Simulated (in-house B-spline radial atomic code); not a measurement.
## Ionising Cl5+ with different functionals

Computed with an all-electron radial atomic-structure program (B-spline basis): scalar-relativistic (spin-free X2C) Hamiltonian, Fermi nucleus of rms radius 3.3654 fm, spin-polarised at highest spin, spherical fractional occupations for the functionals, and exact exchange of hybrids averaged over the configuration. The ionisation energy is the difference of two self-consistent energies, [Ne] 3s2 → [Ne] 3s1, without Breit or QED terms; ε is the level of the shell that loses the electron (its least bound occupied spin orbital).

| method | rung | ΔSCF (eV) | -ε(3s) (eV) |
| --- | --- | --- | --- |
| PBE0 | global hybrid | 96.64 | 91.11 |
| B3LYP | global hybrid | ? | ? |
| TPSSh | global hybrid | 96.47 | 90.17 |
| BHandHLYP | global hybrid | 96.62 | 92.79 |
| r2SCAN0 | global hybrid | 96.00 | 91.27 |
| B97-1 | global hybrid | 96.97 | 90.77 |
| HSE06 | range-separated hybrid | ? | ? |
| wB97X | range-separated hybrid | 96.13 | 93.87 |
| CAM-B3LYP | range-separated hybrid | 96.99 | 92.83 |
| LC-wPBE | range-separated hybrid | 96.80 | 94.44 |

Task: What does HSE06 give?

Result: ΔSCF 96.66 eV, and -ε(3s) = 90.75 eV.

Task: What does B3LYP give?

Result: ΔSCF 96.99 eV, and -ε(3s) = 90.95 eV.

Task: Among the functionals, which spreads more, the ΔSCF values or the orbital energies?

Result: The orbital energies: ΔSCF values span about 0.99 eV and the orbital energies 4.27 eV; here energy differences depend much less on the functional than eigenvalues do.

Task: How do they compare with the NIST value?

Result: NIST lists 96.94 eV ± 0.04 (semi-empirical, ground level to ground level). Errors run from -0.94 to +0.05 eV; B97-1 is closest (+0.03 eV), though others lie within the uncertainty of it, and part of that can be cancellation, since the calculations leave out Breit-QED terms, the near-degeneracy of s² and p².
